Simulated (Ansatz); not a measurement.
Program: Ansatz. Geometries: PBE0-D4/def2-TZVP. ΔE: electronic, gas phase. CBS: MP2 limit from def2 TZ/QZ plus the TZ coupled-cluster correction, frozen cores. This one scheme is used for every species. DFT in def2-TZVPP. One conformer a species, not always the lowest.

Reaction (cleavage of the Si–P bond): `NC[SiH2]P` + HCl → `NC[SiH2]Cl` + PH₃

CCSD(T)/CBS gives -81.1 kJ/mol.

Problem. Another level gave -81.4 kJ/mol. Which?
A. ωB97M-V/def2-TZVPP
B. HF/def2-TZVPP
C. PBE-D4/def2-TZVPP
D. r2SCAN/def2-TZVPP

Solution. D. r2SCAN -81.4, ωB97M-V -86.0, PBE-D4 -71.1, HF/def2-TZVPP -100.9 kJ/mol.

Largest T1 diagnostic among the species: 0.013.

The D4 term adds +4.4 kJ/mol with B3LYP and +2.6 kJ/mol with PBE0; it sums over pairs of atoms, weighted by their polarisabilities, and B3LYP, whose exchange is more repulsive, gets the larger term. In def2-TZVPP, CCSD(T) changes the Hartree–Fock value by +20.8 kJ/mol (the triples alone add +2.8 kJ/mol) and MP2 by +17.3 kJ/mol.

B3LYP here is the variant with VWN-RPA as its local correlation; programs differ in this.
